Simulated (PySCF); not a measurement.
Ligand exchange on a metal centre used in film growth or etching (Hf Cl-H). All species are isolated molecules in the gas phase.

Computed with B3LYP-D3(BJ)/def2-TZVP // r2SCAN-D4/def2-SVP (PySCF). All candidates: neutral, multiplicity 1. B3LYP has the VWN-RPA correlation part, as in Gaussian. 

```
Item             Result
-------------  --------
dipole moment    0.24 D
LUMO           -2.47 eV
HOMO–LUMO gap   6.57 eV
```

Question: Identify which member has these values.
A) [Hf(Cl)2(H)2]
B) [Hf(Cl)(H)3]
C) [Hf(Cl)3(H)]
D) [Hf(Cl)4]

Answer: C, [Hf(Cl)3(H)]. The others give [Hf(Cl)(H)3]: 0.50 D, -2.44 eV, 5.99 eV; [Hf(Cl)4]: 0.00 D, -2.42 eV, 7.00 eV; [Hf(Cl)2(H)2]: 0.11 D, -2.63 eV, 5.99 eV
